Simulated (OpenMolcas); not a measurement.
# V II: effect of the IPEA shift

* Program: OpenMolcas 26.06
* Basis: ANO-RCC-VTZP [6s5p3d2f1g]
* Scalar Hamiltonian: DKH2, point nucleus
* Active space: 4 electrons in 11 orbitals (3d 4s 4d)
* State averaging: 2S+1 = 5 even, 15 roots; 2S+1 = 3 even, 49 roots kept (CI in the orbitals of an earlier block); 2S+1 = 1 even, 9 roots kept (CI in the orbitals of an earlier block)
* Spin-orbit coupling: RASSI with atomic mean-field integrals over the reference wave functions, term energies averaged over their components

Methods on the same reference wave functions:
A. CASSCF
B. MS-CASPT2, IPEA 0 Eh, imaginary shift 0.1 Eh (closed shells correlated: 3s 3p)
C. MS-CASPT2, IPEA 0.25 Eh, imaginary shift 0.1 Eh (closed shells correlated: 3s 3p)

Energies in cm⁻¹ above 3d⁴ ⁵D₀, the measured ground level; measured values from NIST Handbook of Basic Atomic Spectroscopic Data.

| Level | A | B | C | Measured |
| --- | --- | --- | --- | --- |
| 3d⁴ ⁵D₀ | 0.0 | 0.0 | 0.0 | 0.0 |
| 3d⁴ ⁵D₁ | 38.8 | 39.2 | 39.1 | 36.0 |
| 3d⁴ ⁵D₂ | 116 | 116 | 116 | 107 |
| 3d³ 4s ⁵F₁ | 197 | 1502 | 1644 | 2605 |
| 3d⁴ ⁵D₃ | 229 | 230 | 229 | 209 |
| 3d³ 4s ⁵F₂ | 285 | 1590 | 1732 | 2687 |
| 3d⁴ ⁵D₄ | 376 | 376 | 376 | 339 |
| 3d³ 4s ⁵F₃ | 417 | 1721 | 1864 | 2809 |
| 3d³ 4s ⁵F₄ | 593 | 1897 | 2040 | 2968 |
| 3d³ 4s ⁵F₅ | 813 | 2120 | 2260 | 3163 |
| 3d³ 4s ³F₂ | 7689 | 6800 | 7200 | 8640 |
| 3d³ 4s ³F₃ | 7905 | 7020 | 7420 | 8842 |
| 3d³ 4s ³F₄ | 8191 | 7310 | 7710 | 9098 |
| 3d⁴ ³P₀ | 13585 | 10990 | 11690 |  |
| 3d⁴ ³P₁ [72 %] | 13751 | 11190 | 11890 |  |
| 3d³ 4s ⁵P₁ [72 %] | 13876 | 12580 | 12880 |  |
| 3d³ 4s ⁵P₂ | 13909 | 12670 | 12970 |  |
| 3d³ 4s ⁵P₃ | 14085 | 12820 | 13120 |  |
| 3d⁴ ³P₂ | 14211 | 11590 | 12290 |  |
| 3d⁴ ³H₄ | 14584 | 12780 | 13200 |  |
| 3d⁴ ³H₅ | 14668 | 12870 | 13280 |  |
| 3d⁴ ³H₆ | 14775 | 12980 | 13390 |  |
| 3d³ 4s ³G₃ [62 %] | 15117 | 13610 | 14350 |  |
| 3d³ 4s ³G₄ [67 %] | 15223 | 13720 | 14460 |  |

Deviations, from unrounded energies. A percentage is the sum of absolute deviations over the sum of measured energies, with the sign that they share, or ± where signs differ.

```json
{"Against measurement": "mean absolute deviation (cm-1)", "Levels": "12", "A": "1200", "B": "910", "C": "750"}
{"Against measurement": "fine structure of the ground term (%)", "Levels": "4", "A": "+9.8", "B": "+10.1", "C": "+10.0"}
{"Against measurement": "other configurations (%)", "Levels": "8", "A": "-36.1", "B": "-26.6", "C": "-21.9"}
```

C lies closest to measurement on these levels and A furthest from it. The largest miss of C in the table is 3d³ 4s ³F₂, by -1400 cm-1. The ranking rests on the paired levels alone, and a cruder setting can come out closer through cancelling errors.

Between B and C the level of the table that moves most is 3d³ 4s ³G₄ [67 %], by 750 cm-1 (lowest in B, highest in C). Moves below CASPT2's spread within the term are not significant.

The mean deviations of B to C differ by less than CASPT2's widest spread within a term (1200 cm-1), so their order carries little weight.

From A to B the spin-free energies of the other terms of 3d⁴ shown, above ⁵D, scale by factors of 0.81 to 0.88, as is usual when dynamic correlation screens the repulsion within a d or f shell.

The lowest spin-free term lies below A's lowest term by 0.356 hartree in B, 0.349 hartree in C.

CASPT2 does not keep the components of a term degenerate, so their means are used; among the terms shown or strongly mixed into the levels shown the widest spread is 1200 cm-1 (3d³ 4s ⁵F, B). Terms from blocks run as CI alone lack orbitals of their own. Active for correlation alone: 4d; no level in the range computed is led by a configuration that fills it, so any true level of that kind is missing. Without dynamic correlation excited terms often stand tens of per cent too high (terms of higher spin than the ground term too low), and those without a measured partner can miss by more than the paired ones (holds for A). The CASPT2 spread within a term exceeds the gap to the next term for 3d³ 4s ⁵P and 3d⁴ ³H, 3d⁴ ³F and 3d³ 4s ³G, so the order of their levels is uncertain, and so are names and mixing where such terms share a J (holds for C). Measured partners are found by configuration, term and J. A level has none where our copy of the source lacks it or the pairing is in doubt (some pairs that miss far off the trend of their configuration count as doubtful), and it then counts in no deviation. Only configurations of the active space appear. Levels that lie high or do not pair safely by name in every column are left out.

A share in square brackets marks a mixed level and gives the weight of the term that names it, the lowest over the columns.
